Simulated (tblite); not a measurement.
Species: C7H14N2.
SMILES with atom numbers: `[CH2:1]=[CH:2][N:3]1[CH2:4][CH2:5][CH2:6][N:7]1[CH2:8][CH3:9]` (hydrogens: H10, H11 on C1; H12 on C2; H13, H14 on C4; H15, H16 on C5; H17, H18 on C6; H19, H20 on C8; H21, H22, H23 on C9)

Structure optimised with GFN2-xTB, isolated species.

**Question.** What internal coordinates does the optimisation give?

**Answer.** 
| bond | length (Å) | order |
| --- | --- | --- |
| C1=C2 | 1.330 | double |
| C2–N3 | 1.372 | single |
| N3–C4 | 1.457 | single |
| C4–C5 | 1.532 | single |
| C5–C6 | 1.537 | single |
| C6–N7 | 1.454 | single |
| N7–C8 | 1.462 | single |
| C8–C9 | 1.523 | single |
| N3–N7 | 1.418 | single |
| C1–H10 | 1.075 | single |
| C1–H11 | 1.074 | single |
| C2–H12 | 1.081 | single |
| C4–H13, C4–H14 | 1.095 | single |
| C5–H15, C5–H16 | 1.089 | single |
| C6–H17, C6–H18 | 1.091 | single |
| C8–H19, C8–H20 | 1.096 | single |
| C9–H21, C9–H22, C9–H23 | 1.087 | single |

Bonds in one row agree within 0.01 Å and their mean is given. Orders are formal, as drawn. A selection of angles:
| angle | degrees |
| --- | --- |
| C2–C1–H10 | 122.9 |
| C2–C1–H11 | 120.5 |
| H10–C1–H11 | 116.6 |
| C1–C2–N3 | 126.1 |
| C1–C2–H12 | 121.3 |
| N3–C2–H12 | 112.5 |
| C2–N3–C4 | 121.1 |
| C2–N3–N7 | 116.7 |
| C4–N3–N7 | 111.7 |
| N3–C4–C5 | 104.6 |
| N3–C4–H13 | 109.7 |
| C5–C4–H13 | 111.2 |
| H13–C4–H14 | 108.5 |
| C4–C5–C6 | 101.9 |
| C4–C5–H15 | 111.0 |
| C4–C5–H16 | 112.5 |
| C6–C5–H15 | 110.4 |
| C6–C5–H16 | 112.4 |
| H15–C5–H16 | 108.6 |
| C5–C6–N7 | 105.0 |
| C5–C6–H17 | 113.2 |
| C5–C6–H18 | 110.2 |
| N7–C6–H17 | 111.2 |
| N7–C6–H18 | 107.9 |
| H17–C6–H18 | 109.1 |
| C6–N7–C8 | 114.1 |
| N3–N7–C6 | 104.6 |
| N3–N7–C8 | 111.1 |
| N7–C8–C9 | 110.2 |
| N7–C8–H19 | 106.6 |
| N7–C8–H20 | 112.6 |
| C9–C8–H19 | 109.3 |
| H19–C8–H20 | 108.0 |
| C8–C9–H21 | 110.0 |
| C8–C9–H22 | 111.2 |
| H21–C9–H22 | 108.5 |
| H21–C9–H23 | 109.0 |

Torsions: C1–C2–N3–C4 25° (synperiplanar); C2–N3–C4–C5 143° (anticlinal); N3–C4–C5–C6 -20° (synperiplanar); C4–C5–C6–N7 33° (synclinal); C5–C6–N7–C8 88° (synclinal); C6–N7–C8–C9 83° (synclinal); C2–N3–N7–C6 -124° (anticlinal). The mirror-image conformer, all signs reversed, is as good.

The C–C distances run from 1.330 Å (C1=C2, drawn double) to 1.537 Å (C5–C6, drawn single), a spread of 0.207 Å. N3 (hydrazine nitrogen) has angles 121.1°, 116.7° and 111.7°, sum 349.6°, 0.27 Å off the plane of its three neighbours. Of the pairs four or more bonds apart, C1···H13 is among the closest relative to their van der Waals radii: 2.68 Å, 92 % of the sum of Bondi's values. N7 (hydrazine nitrogen) is pyramidal (angles 114.1°, 111.1° and 104.6°, sum 329.8°, 0.47 Å off the plane of its three neighbours). The 4 C–N bonds span 1.372 Å (C2–N3, drawn single) to 1.462 Å (N7–C8, drawn single), a spread of 0.090 Å. The 5-membered ring N3–C4–C5–C6–N7 has internal angles of 101.9° to 111.7° (sum 528°, against 540° for a flat polygon); it is puckered, 0.15 Å rms from its mean plane, widest ring torsion 34°.

Point group: C1 (no symmetry element, even within 0.4 Å). Its GFN2-xTB frequencies are all real (lowest 55 cm⁻¹). The numbers are those of one conformer.

The numbers are calculated, not measured.
